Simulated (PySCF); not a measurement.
Where the electron goes

C7HN.
SMILES with atom numbers: `[CH:1]#[C:2][C:3]#[C:4][C:5]#[C:6][C:7]#[N:8]` (hydrogens: H9 on C1)

Computed with TDDFT CAM-B3LYP/def2-SVPD, vertical, gas phase, core orbitals frozen in the response (PySCF). Geometry: PBE0-D3(BJ)/def2-SVP; no solvent, vibrations or thermal averaging.

Frontier orbitals with the atoms that hold most of them (Löwdin shares over 4%, at most four atoms):

```tsv
orbital	ε (eV)	atoms
LUMO+2	1.00	C4 18%, C3 17%, C1 16%, C5 15%
LUMO+1	-1.97	C6 15%, C3 15%, C5 14%, C4 13%
LUMO	-1.97	C6 15%, C3 15%, C5 14%, C4 13%
HOMO	-8.98	C3 16%, C1 16%, C4 16%, C6 15%
HOMO-1	-8.98	C3 16%, C1 16%, C4 16%, C6 15%
HOMO-2	-11.08	C2 19%, C1 17%, N8 15%, C5 15%
HOMO-3	-11.08	C2 19%, C1 17%, N8 15%, C5 15%
```

Within 0.005 eV of a neighbour in this list lie HOMO-3/HOMO-2, HOMO-1/HOMO and LUMO/LUMO+1 (point group found: C∞v).

(1) The HOMO–LUMO gap is 7.02 eV. Where does the response calculation put the lowest singlet, and from which orbitals?

## Answers

(1) S1 is at 3.32 eV (f = 0.0000), 3.70 eV below the gap, made of HOMO-1/HOMO→LUMO/LUMO+1 (≥91%). 

Next come S2 at 3.47 eV (f 0.0000), HOMO-1/HOMO→LUMO/LUMO+1 (≥76%); S3 at 3.47 eV (f 0.0000), HOMO-1/HOMO→LUMO/LUMO+1 (≥76%); S4 at 5.16 eV (f 0.0000), HOMO-3/HOMO-2→LUMO/LUMO+1 (≥58%); S5 at 5.40 eV (f 0.0000), HOMO-3/HOMO-2→LUMO/LUMO+1 (≥74%), HOMO-1/HOMO→LUMO+3 (≥11%).

Orbitals of the list HOMO-3 to LUMO+2 that lie within 0.01 eV of each other are written together with a slash and their weights summed (≥ marks a lower bound); for degenerate orbitals outside that list single weights are arbitrary.

Time: 56 s. Hardware: one thread, x86-64 server, no GPU, on a shared host.
